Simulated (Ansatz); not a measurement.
Total energies of bis(4-fluorophenyl)iodonium, `Fc1ccc([I+]c2ccc(F)cc2)cc1` from Ansatz at PBE0-D4/def2-SVP, gas phase (1 Eh = 27.2114 eV = 2625.5 kJ/mol). The reference geometry is relaxed at r2SCAN-D4/def2-SVP.

```tsv
state	geometry	energy (Eh)
charge 1 singlet	reference	-957.98199
charge 0 doublet	reference	-958.15140
charge 0 doublet	relaxed at r2SCAN-D4/def2-SVP	-958.19799
```

In the def2 sets I takes a core potential; there is no spin–orbit coupling.

**Question.** Work out the vertical electron affinity, to the doublet.

**Answer.** E(charge 1 singlet) − E(charge 0 doublet) = -957.98199 − (-958.15140) = 0.16941 Eh = 4.61 eV.

**Question.** How much does the charge 0 doublet relax, and what is the adiabatic electron affinity?

**Answer.** Relaxation: -958.15140 − (-958.19799) = 0.04659 Eh = 1.27 eV. Adiabatic electron affinity: 0.21600 Eh = 5.88 eV, without zero-point energy. Bonds change on the way (1 lost, 0 formed), so the relaxed form is another species.
